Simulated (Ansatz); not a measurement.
System: BaCl$_{2}$ (charge 0, singlet). 
Geometry from a B3LYP-D3(BJ)/def2-TZVP (Ansatz, an electronic-structure program) optimisation:
SMILES: [Cl][Ba][Cl]
```xyz
3

Ba     0.3181    -0.1598     0.2899
Cl     1.2199     0.6922    -2.1545
Cl    -2.2679    -0.1657     1.1994
```
Charge 0, spin multiplicity 1.

Basis-set convergence of Hartree-Fock and MP2 correlation energies (hartree) with Ansatz. Valence correlation only, unless marked. Spin-orbit coupling is left out. Frozen are the shells of the preceding noble gas and the d and f shells that filled before the atom's block. The outer core of K, Ca and their heavier congeners is not correlated, a term that matters for these elements. In def2 rows, elements after Kr have scalar-relativistic effective core potentials.

```csv
basis,functions,E(HF),"E(corr, MP2)"
def2-SVP,66,-943.99782,-0.27916
def2-TZVPP,124,-944.33485,-0.40268
def2-QZVPP,200,-944.36555,-0.44813
```

Extrapolating the two largest sets (X = 3 and 4) as X^-3: E(corr) = (64·(-0.44813) - 27·(-0.40268))/37 = -0.4813 Eh, an estimate of the basis-set limit. The largest set recovers 93.1 % of it, the smallest 58.0 %.
